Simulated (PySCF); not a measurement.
An unknown is described by computed data only.

Formula: C7H8OP2.

- NMR, other nuclei: isotropic shieldings of nuclei other than C and H, by class: -326 (1 O), 55 (2 P) ppm [GIAO PBE0/pcSseg-1]
- 13C NMR: chemical shifts (computed TMS as zero) by class: 226.3 (1 C), 200.8 (1 C), 164.1 (2 C), 137.8 (1 C), 31.6 (1 C), 28.4 (1 C) ppm [GIAO PBE0/pcSseg-1]
- Rotational structure: rotational constants A, B, C: 2.024, 0.649, 0.495 GHz [GFN2-xTB]
- Dipole: 2.49 D [PBE0/pcSseg-1]
- 1H NMR: chemical shifts (computed TMS as zero) by class: 10.05 (2 H), 3.48 (3 H), 2.82 (3 H) ppm [GIAO PBE0/pcSseg-1]

The electronic properties come from PySCF, for the isolated species, density fitting. Levels stand in brackets. The structure is a single GFN2-xTB conformer in the gas phase; no vibrational or solvent corrections. Each NMR value is the plain mean over a class of atoms that symmetry, rotation or inversion makes alike.

Question: What is the compound? Reason from the data.

Answer: Numbering: `[CH3:1][C:2](=[O:3])[c:4]1[cH:5][p:6][c:7]([CH3:8])[p:9][cH:10]1`. 7 carbons fall into 6 classes; from least to most shielded: substituted aromatic carbon [C7] (226.3 ppm), ketone carbonyl carbon [C2] (200.8 ppm), aromatic CH carbon [C5/C10] (164.1 ppm, 2 C, up to 3.9 ppm apart in this geometry), substituted aromatic carbon [C4] (137.8 ppm), benzylic-type carbon [C8] (31.6 ppm), methyl carbon next to a carbonyl [C1] (28.4 ppm). Hydrogen classes from least to most shielded: 2 H on 2 aromatic CH carbons, C5/C10 (10.05 ppm, a mean of values up to 0.7 ppm apart in this geometry), 3 H on a benzylic-type carbon, C8 (3.48 ppm), 3 H on a methyl carbon next to a carbonyl, C1 (2.82 ppm). The other shieldings belong to: -326 ppm, ketone oxygen [O3]; 55 ppm, phosphorus bonded to 2 C [P6/P9]. The optimised geometry has point group C1 and is an asymmetric top. Structure: `CC(=O)C1=CP=C(C)P=C1`. Computed isomers that give other values at the same levels: `CC(=O)c1cpcpc1C` (13C chemical shifts (computed TMS as zero) by class: 214.5 (1 C), 196.6 (1 C), 170.8 (1 C), 156.2 (1 C), 153.3 (1 C), 34.9 (1 C), 26.0 (1 C) ppm). The assignments are read from this structure; whether some other isomer fits the data as well wasn't checked.

The values belong to the conformer `[CH3:1][C:2](=[O:3])[c:4]1[cH:5][p:6][c:7]([CH3:8])[p:9][cH:10]1`: C1–C2–C4–C5 -171°.
